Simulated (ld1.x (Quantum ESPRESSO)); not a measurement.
**Which change was made? (Nb, TM)**

- Element: niobium (Nb)
- Generator: ld1.x (Quantum ESPRESSO) 7.5
- Type: norm-conserving Troullier–Martins (Kleinman–Bylander form)
- Functional: PBEsol
- Relativity: scalar-relativistic
- Frozen core: [Ar] 3d10
- Valence charge: 13
- Reference configuration: 4s2 4p6 4d4 5s0.5 5p0 (charge +0.5)
- Partial waves: 4p (bound): rc 1.60 bohr; 4d (bound): rc 2.75 bohr; 4f channel at 0.2 Ry: rc 2.35 bohr; 4s (bound): rc 2.00 bohr
- Local potential: the s channel
- Core correction: none

Occupied shells without a wave of their own: 5s. They enter only through the test configuration that unscreens the potential.

Cutoffs, loose and tight: the cutoffs (Ry, on a coarse ladder) from which the occupation-weighted sum of valence levels, in a spherical-Bessel basis at the reference potential, stays within 10 and 1 mRy of its value at 400 Ry. They do not see the model core or the augmentation charge, which bear on the density cutoff. Test errors are all-electron minus pseudo excitation energies from the reference, over the configurations 4s2 4p6 4d4 5s1 5p0; 4s2 4p6 4d4 5s0 5p0; 4s2 4p6 4d3 5s0 5p0; 4s2 4p6 4d1 5s0 5p0; 4s2 4p6 4d4 5s0 5p1; 4s2 4p6 4d2 5s0 5p0; 4s2 4p6 4d3 5s1 5p1; variants that change the core or the reference have their own tests.

The base gives: outcome: generated, misses its reference levels by 1.55 eV; cutoff, loose: 45 Ry; cutoff, tight: 80 Ry; bound ghosts: none; largest test error (meV): -1788.

Task: After one change the result is: outcome: generated, misses its reference levels by 0.66 eV; cutoff, loose: 60 Ry; cutoff, tight: 110 Ry; bound ghosts: none; largest test error (meV): -849. Which change was it?
A. reference 4s2 4p6 4d2 5s0 5p0
B. all radii scaled by about 0.86 (s 1.72, p 1.38, d 2.36, f 2.02 bohr)
C. wave 4s (bound): rc 2.00 bohr becomes 4s (bound): rc 2.18 bohr
D. wave 4p (bound): rc 1.60 bohr becomes 4p (bound): rc 1.16 bohr

Result: B. The others give: reference 4s2 4p6 4d2 5s0 5p0 → outcome: generated; cutoff, loose: 45 Ry; cutoff, tight: 80 Ry; bound ghosts: none; largest test error (meV): +2117 | wave 4p (bound): rc 1.60 bohr becomes 4p (bound): rc 1.16 bohr → outcome: generated, misses its reference levels by 1.55 eV; cutoff, loose: 80 Ry; cutoff, tight: 120 Ry; bound ghosts: none; largest test error (meV): -1789 | wave 4s (bound): rc 2.00 bohr becomes 4s (bound): rc 2.18 bohr → outcome: generated, misses its reference levels by 2.38 eV; cutoff, loose: 45 Ry; cutoff, tight: 80 Ry; bound ghosts: none; largest test error (meV): -2642.
